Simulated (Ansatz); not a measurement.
Consider the hydrogenolysis of the Si–O bond: `CO[Si](N)(F)F` + H₂ → `N[SiH](F)F` + CH₃OH.

Gas-phase electronic energies from Ansatz, PBE0-D4/def2-TZVP geometries. CCSD(T)/CBS adds triple-zeta CCSD(T) − MP2 to the extrapolated MP2 energy (def2 sets, frozen cores). This one scheme is used for every species. Functionals use def2-TZVPP. B3LYP here is the variant with VWN-RPA as its local correlation; programs differ in this. One conformer a species, not always the lowest.

Q: Is it downhill or uphill in electronic energy at CCSD(T)/CBS, and by how much? (An estimate is asked.)

A: The calculation gave: Uphill: ΔE = +100.4 kJ/mol.

Q: What do these levels give: revPBE-D4, PBE0-D4, r2SCANh-D4, r2SCAN0-D4, BHLYP-D4, ωB97M-V, revPBE, PBE0, B3LYP, LC-ωPBE, RPA@PBE/def2-TZVPP, CCSD(T)/def2-TZVPP? (Estimate.)

A: Computed: revPBE-D4 96.4, PBE0-D4 94.3, r2SCANh-D4 105.1, r2SCAN0-D4 104.7, BHLYP-D4 104.6, ωB97M-V 101.0, revPBE 78.7, PBE0 88.0, B3LYP 90.1, LC-ωPBE 92.1, RPA@PBE/def2-TZVPP 95.7, CCSD(T)/def2-TZVPP 99.7 kJ/mol.

Largest T1 diagnostic among the species: 0.011.

From BLYP to BHLYP (50 % exact exchange), in def2-TZVPP and without D4, ΔE moves by +9.8 kJ/mol. Leaving LDA and LC-ωPBE aside and taking each functional with its dispersion term where it has one, the values, not all of them listed here, spread over 13.7 kJ/mol, from PBE-D4 to r2SCAN-D4. LDA lies +13.4 kJ/mol from PBE without D4.
